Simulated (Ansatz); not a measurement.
Ansatz results at the PBE0-D4/def2-TZVP geometry: HOMO energy (B3LYP/def2-TZVPP) -7.49 eV; size of the dipole moment (ωB97M-V/def2-TZVPP) 1.81 D; LUMO energy (PBE0/def2-TZVPP) -2.22 eV.

Each molecule was computed in one conformer, which needn't be the lowest.

(1) Which molecule gave them?
A. `B[Si](C)(N)F`
B. `NC[SiH2]BF`
C. `FC1(Cl)CBC1`
D. `CSC[CH2][AlH2]`

Answers

(1) A. The others give `NC[SiH2]BF`: -6.71, 1.22, -1.59; `CSC[CH2][AlH2]`: -6.93, 3.45, -0.01; `FC1(Cl)CBC1`: -8.25, 2.23, -1.60.

B3LYP here is the variant with VWN-RPA as its local correlation; programs differ in this.
